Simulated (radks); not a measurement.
Problem. These are the eigenvalues of the occupied orbitals of an atom or ion with whole-number occupations (hartree). All-electron calculation, Dirac Kohn-Sham, PBE, spin-unpolarised, spherical densities, finite nucleus; Fermi nuclear charge, rms radius of each element as measured or else 0.836 A^(1/3) + 0.57 fm. Program: a radial shooting solver on a logarithmic mesh with Libxc functionals.

orbital  eigenvalue
1s1/2     -1743.708
2s1/2     -357.1863
2p1/2     -343.7969
2p3/2     -322.8867
3s1/2     -134.1928
3p1/2     -129.0648
3p3/2     -123.9871
3d3/2     -116.3119

Which element is it, and in what charge state? The configuration may be excited. Open shells, if any, fill j = l - 1/2 first.

Solution. Z = 61, promethium, charge +42: Pm42+ in [Ar] 3d1. The list shows which subshells hold electrons but not how many an open one holds; the 1s level, -1743.7 hartree, gives Z - s = 59.1 by -(Z - s)^2/2, which with screening and relativity narrows Z to a few neighbours, and the depths of the outer levels then fix element, charge and occupations together.
